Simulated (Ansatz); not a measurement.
Input and output for `O[Si](O)(F)[SiH2]Cl`.

```yaml
crystal:
  periodic: [false, false, false]
  atoms:
    - {symbol: O, position_ang: [1.640024, -1.203270, 0.468592]}
    - {symbol: Si, position_ang: [0.242298, -0.676227, -0.160449]}
    - {symbol: O, position_ang: [-1.015387, -1.525228, 0.630330]}
    - {symbol: F, position_ang: [0.195495, -1.110048, -1.721589]}
    - {symbol: Si, position_ang: [-0.029228, 1.633978, -0.032943]}
    - {symbol: Cl, position_ang: [-1.957503, 2.011685, -0.663942]}
    - {symbol: H, position_ang: [1.802548, -2.040635, 0.859773]}
    - {symbol: H, position_ang: [-1.846024, -1.502136, 0.246325]}
    - {symbol: H, position_ang: [0.137126, 2.134788, 1.318162]}
    - {symbol: H, position_ang: [0.879138, 2.333073, -0.909129]}
basis:
  gaussian: {orbitals: pcseg-2, fitting: {mean_field: cc-pVTZ-jkfit}}
hamiltonian: {xc: {name: B3LYP}, dispersion: d4}
```

```sh
$ ansatz run in.yaml --threads 4 --pin off --events-out ev --progress --plain --max-ram 10444MiB
```

Shortened log:

```
Functional definition: B3LYP
720 factors; integrals over basis functions are off by at most 9.4e-1 eV
mean field evaluation 1: about -35155.0263 eV, gradient 8.5e1 eV
mean field evaluation 2: about -35130.6906 eV, gradient 1.4e2 eV
mean field evaluation 4: about -35165.9965 eV, gradient 8.6e0 eV
mean field evaluation 8: about -35166.1090 eV, gradient 1.3e-1 eV
mean field evaluation 16: about -35166.1091 eV, gradient 3.4e-5 eV
mean field -35166.10907182 eV, -1292.3306719444 hartree, gradient 3.4e-5 eV, S^2 0.000000; 0 other end points of the search recorded, 0 dependent functions left out
reference -35166.10938128 eV, -1292.3306833170 hartree; 37, 37 occupied and 211, 211 virtual orbitals, 720 factors
Total energy: -35166.56142713 eV, -1292.3472956957 hartree
```

Run time 2.7 s (4 threads of an Arm Neoverse V2 on a shared host); peak host memory 0.44 GiB.
